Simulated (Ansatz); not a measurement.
Relaxation of CH$_{6}$OSSi$_{2}$ (11 atoms, charge 0, multiplicity 1), to a largest force component of 0.02 eV/Å in at most 50 steps.

The calculation used Ansatz, RKS r2SCANh/STO-3G.

```xyz
11
Properties=species:S:1:pos:R:3:forces:R:3
Si -1.714 0.950 0.982 -2.24 2.53 -0.29
S 0.280 1.464 0.604 0.48 0.43 0.42
Si 0.791 -0.514 0.145 1.94 -0.44 1.51
C 1.881 -0.725 -1.379 -3.97 -0.27 4.50
O 0.390 -0.864 -1.413 -0.93 -0.96 -3.69
H -2.462 2.249 1.391 1.12 -1.97 -0.53
H -2.377 0.466 -0.252 0.35 0.00 0.86
H -1.805 0.021 2.065 -0.16 -0.43 0.18
H 0.444 -1.622 1.087 0.38 0.85 -0.47
H 2.252 0.154 -1.780 1.43 2.14 -1.66
H 2.388 -1.636 -1.428 1.60 -1.87 -0.82
```

Where does it end, and by what steps?

The forces met the threshold. Limits of this set-up: minimal basis. After 12 steps the energy has fallen by 0.879 eV; H7 moved furthest, 0.53 Å.

| step | energy less start (eV) | largest force component (eV/Å) | accepted |
| --- | --- | --- | --- |
| 0 | 0.0000 | 4.500 | yes |
| 1 | -0.7422 | 1.608 | yes |
| 2 | -0.8410 | 0.529 | yes |
| 3 | -0.8632 | 0.461 | yes |
| 4 | -0.8449 | 1.087 | no |
| 5 | -0.8756 | 0.171 | yes |
| 6 | -0.8769 | 0.033 | yes |
| 7 | -0.8776 | 0.071 | yes |
| 8 | -0.8779 | 0.083 | yes |
| 9 | -0.8782 | 0.053 | yes |
| 10 | -0.8783 | 0.039 | yes |
| 11 | -0.8785 | 0.028 | yes |
| 12 | -0.8786 | 0.010 | yes |

```xyz
11
Properties=species:S:1:pos:R:3
Si -1.862 1.046 1.122
S 0.066 1.474 0.333
Si 0.651 -0.495 -0.142
C 2.026 -0.788 -1.273
O 0.639 -1.012 -1.798
H -2.407 2.282 1.626
H -2.751 0.514 0.114
H -1.787 0.085 2.200
H 0.276 -1.511 0.818
H 2.567 0.043 -1.754
H 2.647 -1.697 -1.226
```

Run time: 71 s on 1 thread of Arm Neoverse V1, on a shared host, peak memory 0.17 GiB.
